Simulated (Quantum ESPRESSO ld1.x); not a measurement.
Problem. Coherent X-ray form factor from a spherical all-electron density. Calculated with ld1.x of Quantum ESPRESSO 7.5: Dirac Kohn-Sham, LDA (Slater exchange, Perdew-Zunger correlation), spin-unpolarised, spherical densities, point nucleus.

sin(theta)/lambda (1/angstrom)  f0 (electrons)
0.05                                    56.394
0.1                                     54.680
0.15                                    52.130
0.2                                     49.096
0.25                                    45.913
0.3                                     42.829
0.4                                     37.425
0.5                                     33.092
0.6                                     29.528
0.8                                     23.902
1                                       19.943
1.25                                    16.764
1.5                                     14.542
2                                       10.788

The species is in the configuration that NIST lists as its ground one. Which atom or ion scatters so?

Solution. The promethium ion Pm4+, [Xe] 4f3. Extrapolating in s^2 from the first two rows gives f0(0) = 57.0, near the electron count 57; among species with that count, the fall with angle is slower the higher Z, and the table is that of Z = 61; from so few rows the species is fixed only to a neighbour or two.
